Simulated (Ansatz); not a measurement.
Geometry optimisation, DFT LDA, scalar-relativistic, plane waves, PAW in Ansatz 0.2.0.

The input (input.yaml):

```yaml
crystal:
  lattice:
    - [0.0, 5.43, 5.43]
    - [5.43, 0.0, 5.43]
    - [5.43, 5.43, 0.0]
  atoms:
    - { symbol: Si, position: [0.0, 0.0, 0.0] }
    - { symbol: Si, position: [0.125, 0.125, 0.125] }
    - { symbol: Si, position: [0.0, 0.0, 0.5] }
    - { symbol: Si, position: [0.125, 0.125, 0.625] }
    - { symbol: Si, position: [0.0, 0.5, 0.0] }
    - { symbol: Si, position: [0.125, 0.625, 0.125] }
    - { symbol: Si, position: [0.0, 0.5, 0.5] }
    - { symbol: Si, position: [0.125, 0.625, 0.625] }
    - { symbol: Si, position: [0.5, 0.0, 0.0] }
    - { symbol: Si, position: [0.625, 0.125, 0.125] }
    - { symbol: Si, position: [0.5, 0.0, 0.5] }
    - { symbol: Si, position: [0.625, 0.125, 0.625] }
    - { symbol: Si, position: [0.5, 0.5, 0.0] }
    - { symbol: Si, position: [0.625, 0.625, 0.125] }
    - { symbol: Si, position: [0.5, 0.5, 0.5] }
    - { symbol: Si, position: [0.625, 0.625, 0.625] }
    - { symbol: "N", position: [0.2517072, 0.2545564, 0.7487269], spin: 1.0 }
magnetization:
  spin_polarized: true
basis:
  ecutwfc: 420.0
kpoints:
  mp_grid: { grid: [2, 2, 2] }
hamiltonian:
  xc: lda
  pseudopotentials: { kind: paw, azcp: { folder: soft_1 } }
scf:
  occupations: { method: gaussian, width: 0.05 }
  lower_state_search: "off"
relax:
  f_tol: 0.03
  max_steps: 60
  adjacent_minimum: "off"
```

Launched with:

```bash
$ ansatz run input.yaml --threads 2 --pin off --max-ram 5120MiB --backend cpu --events-out ev --progress --plain --runs-dir out
```

**Question.** Where does it end, and by what steps?

**Answer.** The run converged. Limits of this set-up: coarse k mesh, PAW files made for another functional, a small cell, in which the defect meets its images. After 11 steps the energy has fallen by 1.791 eV; N17 moved furthest, 0.86 Å.

| step | energy less start (eV) | largest force component (eV/Å) | accepted |
| --- | --- | --- | --- |
| 0 | 0.0000 | 0.633 | yes |
| 1 | -0.1718 | 0.468 | yes |
| 2 | -0.4615 | 0.505 | yes |
| 3 | -0.8108 | 0.411 | yes |
| 4 | -0.6507 | 1.295 | no |
| 5 | -0.9705 | 0.515 | yes |
| 6 | -1.1218 | 1.044 | yes |
| 7 | -1.3595 | 0.857 | yes |
| 8 | -1.6437 | 0.465 | yes |
| 9 | -1.7762 | 0.212 | yes |
| 10 | -1.7897 | 0.062 | yes |
| 11 | -1.7909 | 0.013 | yes |

```xyz
17
Lattice="0.0000 5.4300 5.4300 5.4300 0.0000 5.4300 5.4300 5.4300 0.0000" Properties=species:S:1:pos:R:3
Si -0.024 -0.026 0.037
Si 1.193 1.191 1.663
Si 2.616 2.616 -0.098
Si 3.988 3.987 1.275
Si 2.930 -0.084 2.633
Si 4.136 1.324 4.041
Si 5.406 2.750 2.692
Si 6.623 4.377 3.908
Si -0.084 2.927 2.632
Si 1.323 4.134 4.040
Si 2.751 5.405 2.692
Si 4.377 6.621 3.908
Si 2.558 2.558 5.274
Si 3.913 3.913 6.629
Si 5.346 5.345 5.645
Si 6.754 6.754 6.851
N 5.942 5.942 3.228
```

Time of the run: 110 s on 2 threads of Arm Neoverse V2, on a shared host, peak memory 0.65 GiB.
